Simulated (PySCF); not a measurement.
I₂Sn, charge -1, doublet, at a GFN2-xTB geometry (such geometries of metal compounds can be far from the true shape) (a state made from the parent by changing its charge; the spin is typed, not shown lowest) (core potentials on I, Sn). Base run: M062X/def2-SVP (PySCF).

Here is a job for PySCF.
```python
from pyscf import gto, scf, dft, solvent

mol = gto.M(
    atom='''
Sn    0.034956    0.016413    1.211152
I     1.128029   -1.930600   -0.578273
I    -1.161007    1.915116   -0.564324
''',
    basis='def2-svp',
    ecp={'I': 'def2-svp', 'Sn': 'def2-svp'},
    charge=-1,
    spin=1,
    verbose=4,
)

mf = dft.UKS(mol)
mf.xc = 'm062x'
mf.kernel()
```

Each row names what was changed in the base input (with any setting that the change needs).

| change | ΔE vs base (kJ/mol) |
|---|---|
| base | 0.00 |
| model = IEF-PCM; solvent = chloroform | -150.8 |
| model = C-PCM; solvent = 2-propanol | -183.1 |
| model = ddCOSMO; solvent = 2-propanol | -173.7 |
| model = IEF-PCM; solvent = 2-propanol; vdw_scale = 1.4 | -172.0 |
| model = IEF-PCM; solvent = n-hexane | -88.9 |
| model = IEF-PCM; solvent = dichloromethane | -170.7 |
| model = IEF-PCM; solvent = 2-propanol; lebedev_order = 11 | -180.3 |
| model = IEF-PCM; solvent = 2-propanol; vdw_scale = 1.0 | -171.3 |
| model = IEF-PCM; solvent = 2-propanol; r_probe = 0.5 | -168.4 |
| model = SS(V)PE; solvent = 2-propanol | -178.9 |
| model = COSMO; solvent = 2-propanol | -178.4 |

The base is the gas phase, so ΔE is the electrostatic part of solvation at a fixed geometry, without cavity and dispersion terms.

Open shells are given as the SCF converged; they aren't shown to be the lowest states, and a large step between rows can be another state.

The gas-phase anion may not be bound at this level, which the solvent then changes.
